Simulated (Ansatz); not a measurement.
Species: C2H9OSi2, net charge 0, doublet state. It need not be the lowest isomer of its formula. 
Coordinates optimised at B3LYP-D3(BJ)/def2-TZVP (Ansatz, an electronic-structure program):
SMILES: C[SiH](C)O[SiH2]
```xyz
14

Si    -0.8104    -0.0457    -0.4983
C     -1.5870     1.6238    -0.7824
C     -1.6027    -0.9492     0.9306
O      0.7954     0.1913    -0.1852
Si     2.1800    -0.4399     0.4158
H     -0.9177    -0.8708    -1.7282
H     -2.6448     1.5209    -1.0367
H     -1.0928     2.1496    -1.6015
H     -1.5131     2.2457     0.1125
H     -1.1324    -1.9210     1.0951
H     -1.5167    -0.3729     1.8547
H     -2.6646    -1.1211     0.7384
H      1.9193    -1.0784     1.7400
H      3.1627     0.6668     0.5738
```
Charge 0, spin multiplicity 2.

Wanted: atomisation energy (electronic, to ground-state atoms), in kJ/mol. Correlated levels leave the core frozen unless marked. Open shells are spin-unrestricted. Spin-orbit coupling is left out. Non-relativistic. The coupled-cluster limit lacks core correlation, which all-electron functionals hold. Basis-set limits of correlation are two-point, X^-3; Hartree-Fock from the larger set.

```
level                                        program  atomisation energy (kJ/mol)
------------------------------------  --------------  ---------------------------
r2SCAN/def2-TZVPD                             Ansatz                       5075.2
PBE0/def2-TZVPD                               Ansatz                       5018.4
PBE0/def2-QZVPP                               Ansatz                       5028.9
r2SCANh/def2-TZVPD                            Ansatz                       5054.8
CAM-B3LYP-D4/def2-TZVPD               Ansatz + dftd4                       5094.5
CAM-B3LYP/def2-TZVPD                          Ansatz                       5067.2
LC-wPBE-D4/def2-TZVPD                 Ansatz + dftd4                            ?
wB97X-V/def2-TZVPD                            Ansatz                       5083.8
B2GP-PLYP-D3(BJ)/def2-TZVPD           Ansatz + dftd3                            ?
B2PLYP/def2-TZVPD                             Ansatz                       4995.7
SCS-MP2/STO-3G                                Ansatz                       5202.2
CCSD/cc-pV(D+d)Z                              Ansatz                            ?
CCSD(T)/CBS(cc-pV(T+d)Z,cc-pV(Q+d)Z)          Ansatz                            ?
```

Problem. Fill in the missing entries.

Solution. 
- LC-wPBE-D4/def2-TZVPD, atomisation energy (kJ/mol): 5072.1
- B2GP-PLYP-D3(BJ)/def2-TZVPD, atomisation energy (kJ/mol): 5014.7
- CCSD/cc-pV(D+d)Z, atomisation energy (kJ/mol): 4618.4
- CCSD(T)/CBS(cc-pV(T+d)Z,cc-pV(Q+d)Z), atomisation energy (kJ/mol): 5080.3
